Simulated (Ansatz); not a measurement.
Consider the hydrogenolysis of the Si–C bond: `C[SiH](S)S` + H₂ → `S[SiH2]S` + CH₄.

Gas-phase electronic energies from Ansatz, PBE0-D4/def2-TZVP geometries. CCSD(T)/CBS adds triple-zeta CCSD(T) − MP2 to the extrapolated MP2 energy (def2 sets, frozen cores). This one scheme is used for every species. DFT in def2-TZVPP. One conformer a species, not always the lowest.

Problem. Is it downhill or uphill in electronic energy at CCSD(T)/CBS, and by how much? (An estimate is asked.)

Solution. The calculation gave: Downhill: ΔE = -13.2 kJ/mol.

Problem. What do these levels give: B2PLYP, BLYP, r2SCAN, CCSD/def2-SVP, HF/def2-TZVPP, CCSD(T)/def2-TZVPP? (An estimate is asked.)

Solution. Ansatz gave: B2PLYP -20.6, BLYP -26.9, r2SCAN -13.3, CCSD/def2-SVP -28.8, HF/def2-TZVPP -38.6, CCSD(T)/def2-TZVPP -15.5 kJ/mol.

Largest T1 diagnostic among the species: 0.011.

Leaving LDA and LC-ωPBE aside and taking each functional with its dispersion term where it has one, the values, not all of them listed here, spread over 14.0 kJ/mol, from B2PLYP to revPBE-D4. LDA lies +8.0 kJ/mol from PBE without D4. At CCSD(T), def2-SVP lies −12.5 kJ/mol from the extrapolated value and def2-TZVPP −2.3 kJ/mol.
